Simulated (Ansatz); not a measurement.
Geometry optimisation, Ansatz 0.2.0, UKS PBE0/def2-SVP.

input.yaml

```yaml
crystal:
  periodic: [false, false, false]
  atoms:
    - { symbol: Zn, position_ang: [0.50493, 0.654936, 0.115977] }
    - { symbol: Br, position_ang: [0.413352, 2.822857, -0.877122] }
    - { symbol: C, position_ang: [0.66381, -1.063822, 0.985911] }
    - { symbol: H, position_ang: [-1.717377, 1.334027, -1.931934] }
    - { symbol: F, position_ang: [-1.938837, 0.468167, -1.754239] }
    - { symbol: H, position_ang: [-0.27039, -1.629866, 0.853404] }
    - { symbol: H, position_ang: [0.855347, -0.943259, 2.062581] }
    - { symbol: H, position_ang: [1.489264, -1.64314, 0.545423] }
magnetization:
  spin_polarized: true
basis:
  gaussian: { orbitals: def2-SVP }
hamiltonian:
  xc: pbe0
relax:
  f_tol: 0.03
  max_steps: 50
output:
  orbitals: {}
```

Run as:

```bash
$ ansatz run input.yaml --threads 4 --pin off --max-ram 5120MiB --backend cpu --events-out ev --progress --plain --runs-dir out
```

Problem. Where does it end, and by what steps?

Solution. The run converged. The force dipped under the threshold on the way, but the program's further checks kept it going. After 9 steps the energy has fallen by 0.287 eV; F5 moved furthest, 0.45 Å.

| step | energy less start (eV) | largest force component (eV/Å) | accepted |
| --- | --- | --- | --- |
| 0 | 0.0000 | 0.995 | yes |
| 1 | -0.1576 | 0.247 | yes |
| 2 | -0.2396 | 0.397 | yes |
| 3 | -0.2732 | 0.330 | yes |
| 4 | -0.2657 | 0.262 | no |
| 5 | -0.2856 | 0.047 | yes |
| 6 | -0.2861 | 0.023 | yes |
| 7 | -0.2852 | 0.150 | no |
| 8 | -0.2864 | 0.066 | yes |
| 9 | -0.2866 | 0.004 | yes |

```xyz
8
Properties=species:S:1:pos:R:3
Zn 0.202 0.587 -0.083
Br 0.252 2.742 -0.955
C 0.577 -1.038 0.908
H -1.398 1.349 -1.704
F -1.588 0.450 -1.478
H -0.295 -1.708 0.887
H 0.818 -0.811 1.957
H 1.434 -1.572 0.469
```

Run time: 55 s on 4 threads of Arm Neoverse N1, with other jobs on the host, peak memory 0.42 GiB.
